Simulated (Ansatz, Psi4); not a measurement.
Input for Psi4:
```
memory 2 GB

molecule mol {
-1 2
C     1.069281   -0.359560    0.020874
N    -0.054568    0.367812    0.458481
C    -1.156070    0.242736   -0.362938
H     1.581013    0.069265   -0.888081
H     1.833448   -0.377720    0.817563
H     0.862421   -1.431850   -0.257947
H    -1.284566   -0.701054   -0.942611
H    -2.089610    0.567621    0.114086
}

set {
  basis cc-pvdz
  reference uks
  scf_type pk
  puream true
  d_convergence 1e-8
  dft_radial_points 99
  dft_spherical_points 590
}

energy('cam-b3lyp')
print_variables()
```

### Question
Write the same job for Ansatz (a quantum-chemistry and plane-wave program).

### Answer
One answer among several that fit: 
Ansatz 0.2 input:
```yaml
crystal:
  periodic: [false, false, false]
  atoms:
    - {symbol: C, position_ang: [1.06928149, -0.35955971, 0.02087445]}
    - {symbol: N, position_ang: [-0.05456767, 0.36781163, 0.45848150]}
    - {symbol: C, position_ang: [-1.15607006, 0.24273579, -0.36293770]}
    - {symbol: H, position_ang: [1.58101274, 0.06926463, -0.88808148]}
    - {symbol: H, position_ang: [1.83344785, -0.37771953, 0.81756318]}
    - {symbol: H, position_ang: [0.86242092, -1.43185037, -0.25794743]}
    - {symbol: H, position_ang: [-1.28456639, -0.70105407, -0.94261144]}
    - {symbol: H, position_ang: [-2.08960997, 0.56762135, 0.11408616]}
basis:
  gaussian:
    orbitals: cc-pVDZ
hamiltonian:
  xc: cam_b3lyp
total_charge: -1
magnetization: {spin_polarized: true, initial_magnetization: 1}
accuracy: high
```

Both were run: Psi4 gave -133.796824 Eh and Ansatz -133.796824 Eh, 0.000 mEh apart.
